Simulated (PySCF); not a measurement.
These 7 structures share the formula C6H10O. Method: PBE0-D3(BJ)/def2-SVP geometry optimisation, gas phase (PySCF 2.14.0). Energies are electronic, without zero-point or thermal terms, for one conformer each. No frequencies were run at this level. Point groups hold within 0.08 Å.

Question: Rank from lowest to highest electronic energy at this level (kcal/mol).
A. `[CH2:1]=[CH:2]/[CH:3]=[CH:4]\[CH2:5][O:6][CH3:7]` with C1–C2–C3–C4 180°, C3–C4–C5–O6 -177°, C4–C5–O6–C7 180°
B. `[CH2:1]=[CH:2][CH2:3][CH2:4][C:5]([CH3:6])=[O:7]` with C1–C2–C3–C4 -118°, C2–C3–C4–C5 -179°, C3–C4–C5–C6 -177° (5-hexen-2-one)
C. `[OH:1][C@H:2]1[CH2:3][CH:4]=[CH:5][CH2:6][CH2:7]1` with H–O1–C2–C3 -64°, O1–C2–C3–C4 170°, C2–C3–C4–C5 -14°, C4–C5–C6–C7 -14°, C5–C6–C7–C2 45°
D. `[CH2:1]=[C:2]=[CH:3][C@H:4]([CH3:5])[O:6][CH3:7]` with C2–C3–C4–C5 -117°, C3–C4–O6–C7 -69°
E. `[CH3:1][CH2:2][C@H:3]1[CH2:4][CH:5]=[CH:6][O:7]1` with C1–C2–C3–C4 -178°
F. `[CH3:1][C:2](=[O:3])[CH:4]=[C:5]([CH3:6])[CH3:7]` with C1–C2–C4–C5 179°
G. `[CH3:1][O:2][C:3]1=[CH:4][CH2:5][CH2:6][CH2:7]1` with C1–O2–C3–C4 0°, C3–C4–C5–C6 -14°, C4–C5–C6–C7 23°, C5–C6–C7–C3 -22°, O2–C3–C7–C6 -168°

Answer: C (0.0), F (0.2), E (7.0), G (7.6), B (8.5), A (36.9), D (45.0).

As drawn, the lowest has an O–H bond, which the highest lacks; the highest has cumulated double bonds, which the lowest lacks. Neighbours under 2.5 kcal/mol apart (O[C@H]1CC=CCC1 and CC(=O)C=C(C)C; CC[C@H]1CC=CO1 and COC1=CCCC1; COC1=CCCC1 and C=CCCC(C)=O) can change places with a better method, another conformer or zero-point energy.

| SMILES | E (Eh) | E rel (kcal/mol) | dipole (D) | point group | A, B, C (MHz) |
| --- | --- | --- | --- | --- | --- |
| O[C@H]1CC=CCC1 | -309.29218 | 0.0 | 1.45 | C1 | 4603, 2362, 1673 |
| CC(=O)C=C(C)C | -309.29185 | 0.2 | 2.86 | – | 5026, 1633, 1262 |
| CC[C@H]1CC=CO1 | -309.28105 | 7.0 | 0.99 | C1 | 5775, 1981, 1636 |
| COC1=CCCC1 | -309.28007 | 7.6 | 0.83 | C1 | 6205, 1888, 1512 |
| C=CCCC(C)=O | -309.27862 | 8.5 | 2.65 | C1 | 7493, 1132, 1041 |
| C=C/C=C\COC | -309.23339 | 36.9 | 1.25 | near Cs | 10053, 979.6, 902.9 |
| C=C=C[C@H](C)OC | -309.22039 | 45.0 | 1.04 | C1 | 3785, 1721, 1279 |
